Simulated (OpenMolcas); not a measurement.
Rh3+ with 4 ligands (chloride) in tetrahedral coordination (Td). A charge of +0.25 e stands 2.4 Å behind each ligand. Ligand basis ANO-RCC-VDZP.

```yaml
Program: OpenMolcas 26.06
Method: CASSCF
Basis: ANO-RCC-VDZP [6s5p3d1f]
Scalar_Hamiltonian: DKH2, point nucleus
Active_space: 6 electrons in 5 orbitals (4d)
State_averaging: 2S+1 = 5 even, 5 roots; 2S+1 = 3 even, 45 roots; 2S+1 = 1 even, 50 roots
Spin-orbit_coupling: state interaction with AMFI integrals over the reference wave functions
```

All ligands move together. At R = 2.29 Å the first state of the same spin is 7867 cm-1, and at R = 2.42 Å it is 6285 cm-1.

A third run gives 8747 cm-1. What distance was it run at?

With a power law R^-n the two known points give n = -ln(6285 / 7867) / ln(2.42 / 2.29) = 4.07. Then R = 2.29 × (7867 / 8747)^(1/4.07) = 2.231 Å. The run was at 2.23 Å, so the estimate is off by +0.001 Å.

An orbital doublet at a regular site is open to a Jahn-Teller distortion, which this geometry leaves out. Without dynamic correlation the repulsion within the d shell is too large (B by tens of per cent), so at a given field states of lower spin stand too high. With metal d orbitals alone the field can be off either way by tens of per cent. Ligand-to-metal charge-transfer states are missing. With no ligand orbital active B as a rule stays too high, so bands that hang on it stand too high and its fall with covalency is understated. This shell can be high or low spin here, a state of another spin lies low, and with metal d orbitals alone active their balance is uncertain, so the ground spin may be wrong (holds for R = 2.23). The least metal-like active orbital is 73 % on the metal (Löwdin) and no ligand orbital is active, so the numbers are rough (holds for R = 2.23). The least metal-like active orbital is 75 % on the metal (Löwdin) and no ligand orbital is active, so the numbers are rough (holds for R = 2.29). The least metal-like active orbital is 78 % on the metal (Löwdin) and no ligand orbital is active, so the numbers are rough (holds for R = 2.42). No measured value stands beside these numbers; the geometry is a model, was not optimised and need not be the one that this ion takes.
